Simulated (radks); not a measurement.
Problem. The mean radii <r> (bohr) of the occupied orbitals of an atom or ion are listed with their occupations. Calculated with a radial shooting solver on a logarithmic mesh with Libxc functionals: Dirac Kohn-Sham, BLYP, spin-unpolarised, spherical densities, point nucleus.

orbital      occ.      <r>
1s1/2           2  0.02611
2s1/2           2   0.1117
2p1/2           2  0.09402
2p3/2           4  0.09991
3s1/2           2   0.2987
3p1/2           2   0.2887
3p3/2           4   0.3005
3d3/2           4   0.2713
3d5/2           6   0.2750
4s1/2           2   0.6942
4p1/2           2   0.7199
4p3/2           4   0.7473
4d3/2           4   0.8271
4d5/2           6   0.8372
5s1/2           2    1.646
5p1/2           1    1.827
5p3/2           2    1.893
5f5/2    0.428571    4.659
5f7/2    0.571429    4.671

Name the element and its charge. Open shells, if any, are shared by 2j + 1.

Solution. Z = 55, caesium, charge +3: Cs3+ in [Kr] 4d10 5s2 5p3 5f1. The 1s radius gives Z: for a bare nucleus <r> = (2 gamma + 1)/(2Z) with gamma = sqrt(1 - (Z/c)^2), 0.02574 bohr for Z = 55, and screening makes it slightly larger (0.02611 here). The occupations add up to 52, and the charge is Z minus that.
